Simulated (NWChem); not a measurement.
System: C$_{3}$H$_{6}$Ge; SMILES [GeH3][CH]=C=C

NWChem input:

```
start job
memory heap 200 mb stack 900 mb global 1100 mb
geometry units angstroms noautosym nocenter noautoz
  C      0.452279    -2.902790     0.000976
  C     -0.221011    -1.769252     0.000180
  C     -0.858370    -0.617542    -0.000671
  Ge     0.093305     1.093139    -0.002173
  H      0.741652    -3.396513     0.944022
  H      0.741300    -3.398022    -0.941396
  H     -1.964292    -0.602427    -0.000515
  H     -0.300578     1.913579    -1.259569
  H     -0.296769     1.913839     1.256259
  H      1.614397     0.813688    -0.004342
end
basis spherical
  C library def2-svp
  Ge library def2-svp
  H library def2-svp
end
dft
  xc pbe0
  iterations 150
end
property
  efieldgrad
end
task dft property
```

NWChem printed, in part:

```
             Northwest Computational Chemistry Package (NWChem) 7.3.0
             --------------------------------------------------------

                             Geometry "geometry" -> ""
                             -------------------------

 Output coordinates in angstroms (scale by  1.889725989 to convert to a.u.)

  No.       Tag          Charge          X              Y              Z
 ---- ---------------- ---------- -------------- -------------- --------------
    1 C                    6.0000     0.45227900    -2.90279000     0.00097600
    2 C                    6.0000    -0.22101100    -1.76925200     0.00018000
    3 C                    6.0000    -0.85837000    -0.61754200    -0.00067100
    4 Ge                  32.0000     0.09330500     1.09313900    -0.00217300
    5 H                    1.0000     0.74165200    -3.39651300     0.94402200
    6 H                    1.0000     0.74130000    -3.39802200    -0.94139600
    7 H                    1.0000    -1.96429200    -0.60242700    -0.00051500
    8 H                    1.0000    -0.30057800     1.91357900    -1.25956900
    9 H                    1.0000    -0.29676900     1.91383900     1.25625900
   10 H                    1.0000     1.61439700     0.81368800    -0.00434200

 Effective nuclear repulsion energy (a.u.)     221.3634797201

                              NWChem Property Module
                              ----------------------

  itol2e modified to match energy
  convergence criterion.

                                 NWChem DFT Module
                                 -----------------

 Summary of "ao basis" -> "ao basis" (spherical)
 ------------------------------------------------------------------------------
       Tag                 Description            Shells   Functions and Types
 ---------------- ------------------------------  ------  ---------------------
 C                          def2-svp                 6       14   3s2p1d
 Ge                         def2-svp                12       32   5s4p3d
 H                          def2-svp                 3        5   2s1p

  itol2e modified to match energy
  convergence criterion.

[...]

          -----------------------
          Electric field gradient
          -----------------------

 1 a.u. = 0.324123 10**(16) esu/cm**3  ( or statvolts/cm**2 ) = 0.97174 10**(22) v/m**2

 ------------------------------------------------------------
   Atom      X         Y         Z
 ------------------------------------------------------------
    1 C    0.85468  -5.48548   0.00184
 ------------------------------------------------------------

 Electric field gradient in molecular frame (a.u.)
         XX             YY             ZZ             XY             XZ             YZ
 ------------------------------------------------------------------------------------------
       -0.046755       0.017013       0.029742      -0.044625       0.000051       0.000016

 Principal components (a.u.) and orientation
 of principal axis w.r.t. absolute frame                      Asymmetry parameter eta
 --------------------------------------------------------------------------------------
       -0.069716       0.039974       0.029742                       0.146767

        0.889197      -0.457524       0.000043
        0.457524       0.889197       0.001080
       -0.000532      -0.000941       0.999999

 ------------------------------------------------------------
   Atom      X         Y         Z
 ------------------------------------------------------------
    2 C   -0.41765  -3.34340   0.00034
 ------------------------------------------------------------

 Electric field gradient in molecular frame (a.u.)
         XX             YY             ZZ             XY             XZ             YZ
 ------------------------------------------------------------------------------------------
       -0.014132       0.232416      -0.218284      -0.244263       0.000147      -0.000331

 Principal components (a.u.) and orientation
 of principal axis w.r.t. absolute frame                      Asymmetry parameter eta
 --------------------------------------------------------------------------------------
        0.382749      -0.218284      -0.164465                       0.140612

       -0.524141       0.000447       0.851632
        0.851631       0.000977       0.524140
       -0.000598       0.999999      -0.000893

 ------------------------------------------------------------
   Atom      X         Y         Z
 ------------------------------------------------------------
    3 C   -1.62208  -1.16699  -0.00127
 ------------------------------------------------------------

 Electric field gradient in molecular frame (a.u.)
         XX             YY             ZZ             XY             XZ             YZ
 ------------------------------------------------------------------------------------------
        0.031899       0.062680      -0.094579      -0.008407      -0.000026      -0.000126

 Principal components (a.u.) and orientation
 of principal axis w.r.t. absolute frame                      Asymmetry parameter eta
 --------------------------------------------------------------------------------------
       -0.094579       0.064827       0.029752                       0.370848

        0.000262      -0.247382       0.968918
        0.000814       0.968918       0.247382
        1.000000      -0.000724      -0.000455

 ------------------------------------------------------------
   Atom      X         Y         Z
 ------------------------------------------------------------
    4 Ge   0.17632   2.06573  -0.00411
 ------------------------------------------------------------

[...]
```

Level: PBE0/def2-SVP. Coordinates come from a PBE-D3(BJ)/def2-SVP optimisation. NWChem prints the field gradient with the sign opposite to the second derivative of the potential.
